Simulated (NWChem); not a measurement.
System: CH6BOP; SMILES CB(O)P

The following NWChem deck was run.

```
start job
memory heap 200 mb stack 900 mb global 1100 mb
geometry units angstroms
  B      0.299093    -0.334690     0.273260
  C      1.707567    -0.840736    -0.263705
  H      1.849778    -1.906769    -0.088587
  H      2.512618    -0.326514     0.261641
  H      1.850958    -0.655830    -1.325419
  O     -0.171825    -0.639482     1.485287
  H      0.360819    -1.192461     2.060524
  P     -0.799919     0.887789    -0.718345
  H     -2.012335     0.380893    -0.293551
  H     -0.808624     0.177976    -1.905153
end
basis spherical
  * library def2-svp
end
dft
  xc pbe0
  iterations 150
end
driver
  maxiter 120
end
task dft optimize
task dft freq
```

The optimisation ended at a saddle point (imaginary frequency).

The level has its own optimisation; frequencies are unscaled.

Problem. What results follow from this input? (PBE0/def2-SVP.) Quantities: r B–C (Å); r B–O (Å); r B–P (Å); r H–O (Å); highest harmonic frequency (cm⁻¹); lowest (cm⁻¹); zero-point energy (kcal/mol); dipole (D).

Solution. 
```
Property                           Value
---------------------------------  -----
r B–C (Å)                          1.579
r B–O (Å)                          1.358
r B–P (Å)                          1.932
r H–O (Å)                          0.964
highest harmonic frequency (cm⁻¹)   3870
lowest (cm⁻¹)                        -69
zero-point energy (kcal/mol)        46.0
dipole (D)                          2.62
```
